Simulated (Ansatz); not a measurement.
Internal rotation in SMILES O=C(O)C(=O)O (C₂H₂O₄). Scanned: dihedral O3–C2–O1–H7; all other coordinates were relaxed at B3LYP-D3(BJ)/def2-SVP. Points at φ and −φ are mirror images.

Geometry of the scan point at 150° (Å):
```
8

O      1.0279     0.9734    -1.0912
C      0.7943     0.1936    -0.0303
O      1.6316    -0.2183     0.7163
C     -0.6900    -0.2284     0.0290
O     -1.0326    -0.7755     1.1849
O     -1.4190    -0.0842    -0.9248
H      0.3445     0.7792    -1.7594
H     -1.9690    -1.0356     1.1254
```

Method: CCSD(T) on RHF/cc-pVTZ, frozen core // B3LYP-D3(BJ)/def2-SVP (Ansatz, an electronic-structure program).

Scanned values (°): -150, -120, -90, -60, -30, 0, 30, 60, 90, 120, 150, 180.

### Question
Describe the profile: where are the wells and the tops?

### Answer
Lower than their neighbours: 0° (0.070 eV), 180° (0.000 eV). Higher than their neighbours: -90° (0.554 eV), 90° (0.554 eV). The whole profile spans 0.554 eV.
